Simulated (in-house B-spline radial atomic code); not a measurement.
Values are calculated unless marked as measured or tabulated.
Weak and strong correlation along the adiabatic connection

Two-electron singlets in several external potentials (atomic units), by full CI in B-splines with partial waves to l = 8 (correlation energies up to 0.6 % small). The repulsion is scaled by λ at fixed density; W(λ) is the mean repulsion less the Hartree energy, W(0) = E_x, and the area under W from 0 to 1 is E_xc.

One system gave this curve:

```tsv
λ	W (hartree)
0	-0.46263
0.02	-0.46455
0.05	-0.46735
0.12	-0.47358
0.25	-0.48409
0.4	-0.49476
0.6	-0.507
0.8	-0.51742
1	-0.52639
1.4	-0.54098
2	-0.55711
3	-0.57502
4.5	-0.59135
7	-0.60672
10	-0.61725
```

Question: Which system is it?
A. −Z/r, Z = 3, wall at 2.8 bohr
B. ω²r²/2 − Z/r, ω = 0.165, Z = 2
C. −Z/r, Z = 1, wall at 6 bohr
D. −Z/r, Z = 6.09, wall at 7.11 bohr

Answer: C. The exchange energy sets the size: −Z/r, Z = 1, wall at 6 bohr: E_x = -0.463, E_c = -0.0363; −Z/r, Z = 6.09, wall at 7.11 bohr: E_x = -3.58, E_c = -0.0449; −Z/r, Z = 3, wall at 2.8 bohr: E_x = -1.65, E_c = -0.0433; ω²r²/2 − Z/r, ω = 0.165, Z = 2: E_x = -1.04, E_c = -0.0418 hartree.
